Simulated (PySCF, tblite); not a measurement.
Species: C6H8O2S.
Atom-mapped SMILES: `[CH3:1][S:2](=[O:3])(=[O:4])[C:5]1=[CH:6][CH2:7][CH:8]=[CH:9]1` (hydrogens: H10, H11, H12 on C1; H13 on C6; H14, H15 on C7; H16 on C8; H17 on C9)

Cartesian coordinates in Å at the GFN2-xTB level; atoms count from 1:
```xyz
17
C6H8O2S angstrom
C      2.4440    0.4903   -0.6303
S      1.5775   -0.9045    0.1507
O      1.6853   -2.0474   -0.7145
O      2.0435   -1.0292    1.5050
C     -0.1142   -0.3525    0.1759
C     -0.7870    0.0946    1.2453
C     -2.1697    0.4635    0.8229
C     -2.1633    0.1593   -0.6401
C     -0.9617   -0.3154   -0.9954
H      3.4825    0.2096   -0.7537
H      1.9852    0.6782   -1.5921
H      2.3548    1.3461    0.0256
H     -0.4140    0.1685    2.2484
H     -2.3924    1.5128    1.0257
H     -2.9192   -0.1270    1.3535
H     -3.0188    0.3092   -1.2719
H     -0.6396   -0.6442   -1.9650
```

Computed with PBE0/pcSseg-1 in PySCF (dipole) on a GFN2-xTB geometry, gas phase.

Masses are those of the commonest isotopes; rigid-rotor values at the optimised geometry. The values belong to one conformer with, in the numbering `[CH3:1][S:2](=[O:3])(=[O:4])[C:5]1=[CH:6][CH2:7][CH:8]=[CH:9]1`, C1–S2–C5–C6 -104°.

What are A, B and C (cm⁻¹)?

Ia = 170.78, Ib = 503.44, Ic = 551.75 u·Å²; 505379 MHz·u·Å²/I gives 2959, 1004 and 915.9 MHz, that is A = 0.09871, B = 0.03348, C = 0.03055 cm⁻¹.

What kind of rotor is it?

A near-prolate asymmetric top. Ray's parameter κ = (2B − A − C)/(A − C) = -0.914; −1 is the prolate and +1 the oblate limit.

Is it planar, by Δ = Ic − Ia − Ib?

Not planar: Δ = Ic − Ia − Ib = -122.46 u·Å². For a rigid frame Δ = −2 Σ m c², so Σ m c² = 61.23 u·Å² lies off the ab plane: 12.51 from hydrogen and 48.72 from heavier atoms. The atom farthest from that plane is 2.27 Å away.

List the rotational levels J(Ka,Kc) to J = 2 (MHz).

Above 0(0,0):
J = 1: 1(0,1) 1920, 1(1,1) 3875, 1(1,0) 3963
J = 2: 2(0,2) 5757, 2(1,2) 7627, 2(1,1) 7891, 2(2,1) 13757, 2(2,0) 13760
Those of J = 1 are B + C, A + C and A + B.

Predict some low-J microwave lines.

The dipole components are |μa| = 4.01 D, |μb| = 0.51 D, |μc| = 3.55 D. The squared components, which scale the intensities, stand as 1.00 : 0.02 : 0.79 (a : b : c). Some lines, for components of 0.1 D or more:

| type | branch | J(Ka,Kc) | MHz | lower level (cm⁻¹) |
| --- | --- | --- | --- | --- |
| a | Q | 4(1,3) ← 4(1,4) | 879 | 0.692 |
| c | Q | 5(1,5) ← 5(0,5) | 1421 | 0.957 |
| a | R | 3(2,2) ← 2(2,1) | 5759 | 0.459 |
| b | Q | 2(2,1) ← 2(1,2) | 6130 | 0.254 |
| b | Q | 3(2,2) ← 3(1,3) | 6263 | 0.442 |
| b | R | 5(0,5) ← 4(1,4) | 7946 | 0.692 |
| a | R | 5(1,5) ← 4(1,4) | 9367 | 0.692 |
| a | R | 5(2,4) ← 4(2,3) | 9593 | 0.907 |
| a | R | 5(2,3) ← 4(2,2) | 9650 | 0.909 |
| c | R | 2(2,0) ← 1(1,0) | 9797 | 0.132 |
| b | Q | 4(4,0) ← 4(3,1) | 13990 | 1.241 |
| c | R | 5(4,2) ← 4(3,2) | 23596 | 1.241 |

Its GFN2-xTB frequencies are all real (lowest 33 cm⁻¹). These are rigid-rotor constants of the computed structure; measured ground-state constants (B0) also hold zero-point vibration. A rigid rotor knows nothing of internal rotation, which can split or shift real lines.
